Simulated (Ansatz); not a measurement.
`[SiH3][SiH]1CS1` + H₂ → `C1[SiH2]S1` + SiH₄ at 700 K and 1 bar (hydrogenolysis of the Si–Si bond).

Isolated molecules relaxed with PBE0-D4/def2-TZVP in Ansatz; ΔE leaves out vibrations. CCSD(T)/CBS is the MP2 limit (def2-TZVPP, def2-QZVPP) plus CCSD(T) − MP2 in def2-TZVPP, frozen cores. This one scheme is used for every species.

| species | CCSD(T)/CBS energy (Eh) | H − E (kJ/mol) | S (J/(mol·K)) |
| --- | --- | --- | --- |
| `[SiH3][SiH]1CS1` | -1017.58743 | 239.8 | 457.9 |
| H₂ | -1.17544 | 46.8 | 155.3 |
| `C1[SiH2]S1` | -727.30403 | 168.0 | 353.4 |
| SiH₄ | -291.46306 | 115.5 | 252.9 |

H − E and S are ideal-gas, rigid-rotor, harmonic terms from PBE0-D4/def2-TZVP, for one conformer and one mirror image of each species. The MP2-based limit puts H₂ 0.8 mEh under its directly extrapolated value; such offsets cancel only in part. 1 Eh = 2625.50 kJ/mol, R = 8.31446 J/(mol·K).

**Question.** By hand: ΔE, ΔH, ΔS and ΔG.

**Answer.** ΔE = (-727.30403) + (-291.46306) − (-1017.58743) − (-1.17544) = -0.00422 Eh = -11.1 kJ/mol. Δ(H − E) = 168.0 + 115.5 − 239.8 − 46.8 = -3.1, so ΔH = -14.2 kJ/mol. ΔS = 353.4 + 252.9 − 457.9 − 155.3 = -6.9 J/(mol·K). ΔG = -14.2 − 700 × (-6.9)/1000 = -9.4 kJ/mol.

**Question.** By hand: the equilibrium constant, and the temperature at which ΔG would vanish if ΔH and ΔS stayed fixed.

**Answer.** log₁₀ K = −ΔG/(RT ln 10) = 0.7. ΔG = 0 at ΔH/ΔS = 2058 K, though so small a ΔS makes that figure unsure.

TΔS isn't small against ΔH here. A doubt of 5 kJ/mol in ΔE shifts log₁₀ K by 0.4 here. Other conformers and mirror images would add mixing entropy, several J/(mol·K) or more a flexible species. These are equilibria of isolated gas molecules and say nothing of rates. Largest T1 diagnostic: 0.013 (customary marks: 0.02 for closed shells, 0.045 for open ones).
